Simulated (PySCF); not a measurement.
Species: C₂H₁₀N₂Si (charge +1 and doublet state).
Cartesian coordinates in Å at the GFN2-xTB level; atoms count from 1:
```xyz
15
C2H10N2Si angstrom
C     -2.654    0.240   -0.217
N     -1.310    0.518    0.161
Si    -0.043   -0.616    0.536
N      1.331   -0.189   -0.443
C      2.673    0.039   -0.025
H     -2.839    0.491   -1.269
H     -2.883   -0.810   -0.059
H     -3.343    0.860    0.367
H     -1.088    1.504    0.090
H     -0.481   -1.937    0.103
H      0.315   -0.406    1.933
H      1.193    0.040   -1.420
H      2.949    1.097   -0.114
H      3.365   -0.511   -0.672
H      2.809   -0.276    1.006
```

The hyperfine couplings belong to this conformer and change with its torsions.

As a line formula: `CN[SiH2][NH+]C` [radical] (charge +1).

Theory: PySCF 2.14.0, UKS B3LYP, pcH-1 on C H N Si, non-relativistic, mean-field spin-orbit, GIAO. One conformer (not necessarily the lowest) at the GFN2-xTB geometry, without solvent, vibrations or thermal averaging. Couplings are sensitive to structure, and on GFN2-xTB geometries they can be far from those on DFT ones, by a factor of two or more for some ions and for spin on atoms past the first row. No stability test was run, so a lower SCF solution isn't excluded.

Q: The isotropic 1H couplings, averaged over equivalent nuclei, are +92.4, +67.2, -30.0 MHz. Assign them to H6 (×6); H9/H12; H10/H11.

A: 
```
   site  a_iso (MHz)  ρ(0) (bohr⁻³)         position  distance from N4 (Å)  bound to  spin population there  largest |T| (MHz)
H6 (×6)        +67.2        +0.0150  2 bonds from N2                  3.28     C1/C5                  -0.01                6.5
 H9/H12        -30.0        -0.0067   1 bond from N2                  2.01     N2/N4                  +0.43               29.5
H10/H11        +92.4        +0.0207  2 bonds from N4                  2.58       Si3                  -0.06                3.8
```

ρ(0) is the spin density at the nucleus and T the dipolar tensor; a_iso includes a spin–orbit part; entries for several nuclei are means. Largest spin populations (Mulliken): N4 (+0.43) and N2 (+0.43). Main spin sites, with 60 % or more of the largest population: N2, N4; positions count bonds from the nearest.

The spin density at the nucleus, in bohr⁻³, is negative for Si3 (-0.0642), C1/C5 (-0.0165) and H9/H12 (-0.0067), for instance. A restricted open-shell determinant has no negative spin density anywhere; here it arises because α and β orbitals differ (spin polarisation).

Nuclei that the bonding pattern makes equivalent are averaged, as if the motion that swaps them (rotation, inversion, ring flip) were fast. The six 1H nuclei of mean +67.2 MHz run from 1.4 to 103.5 MHz in the frozen geometry.

N4, the radical centre as drawn in `CN[SiH2][NH+]C`, holds a spin population of +0.43 out of 1.

On AMD EPYC 7B13, one thread, shared host with 96 logical CPUs at a one-minute load of 21, this took 39 s wall (with the writing of density and orbital grids) and 0.88 GiB of memory at its peak.
